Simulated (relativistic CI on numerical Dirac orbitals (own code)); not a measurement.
Pt+: resonant inelastic scattering at the O2,3 edge

Computed with this model: Dirac-Coulomb-Breit CI, separate exchange-only KLI orbitals for each configuration, model QED (radiative potential, 1s self-energy scaled to tabulated hydrogen-like ionisation energies), Kramers-Heisenberg scattering through one core-hole configuration in a parametric crystal field, unscaled Slater integrals; configurations [Xe] 4f14 5d9 → [Kr] 4d10 4f14 5s2 5p5 5d10; 300 K; core-hole width 1 eV; summed over polarisations. Incident energies are the highest absorption maxima for each field (at most a few, so the weaker spin-orbit partner edge can be absent), on the computed scale of the free ion. Intensities are in per cent of the strongest line above 0.02 eV; levels within 1 cm⁻¹ are merged; final levels count from the ground level, the first row holds all elastic scattering, lines under 0.4 are left out and each table stops after 24 rows. The scale of the Slater integrals is a model choice and moves the terms in proportion.

Field parameters in Wybourne normalisation: D3d B²₀ = −7Dσ, B⁴₀ = −14Dq − 21Dτ, B⁴₃ = −14√(10/7) Dq. The field is a parameter set, without covalency.

S is read from ⟨S²⟩ = S(S + 1).

D3d, 10Dq = 12000, Dσ = -1200, Dτ = 240 cm⁻¹:

| Final level (eV) | Degeneracy | Irrep | S | 52.9 eV |
| --- | --- | --- | --- | --- |
| 0.000 | 2 | Γ5+Γ6 | 0.50 | 93.0 |
| 0.131 | 2 | Γ4 | 0.50 | 87.6 |
| 1.447 | 2 | Γ4 | 0.50 | 100.0 |
| 2.135 | 2 | Γ4 | 0.50 | 35.4 |
| 2.475 | 2 | Γ5+Γ6 | 0.50 | 28.9 |

D3d, 10Dq = 12000, Dσ = -860, Dτ = 240 cm⁻¹:

```csv
Final level (eV),Degeneracy,Irrep,S,52.9 eV
0.000,2,Γ5+Γ6,0.50,91.9
0.115,2,Γ4,0.50,85.9
1.408,2,Γ4,0.50,100.0
2.160,2,Γ4,0.50,33.0
2.384,2,Γ5+Γ6,0.50,28.8
```

D3d, 10Dq = 12000, Dσ = -510, Dτ = 240 cm⁻¹:

```csv
Final level (eV),Degeneracy,Irrep,S,52.9 eV
0.000,2,Γ5+Γ6,0.50,92.5
0.094,2,Γ4,0.50,84.4
1.367,2,Γ4,0.50,100.0
2.196,2,Γ4,0.50,32.0
2.294,2,Γ5+Γ6,0.50,29.0
```

For the first field the strongest loss at the lowest incident energy is the level at 1.45 eV (S = 0.50, against 0.50 in the thermal ground state).
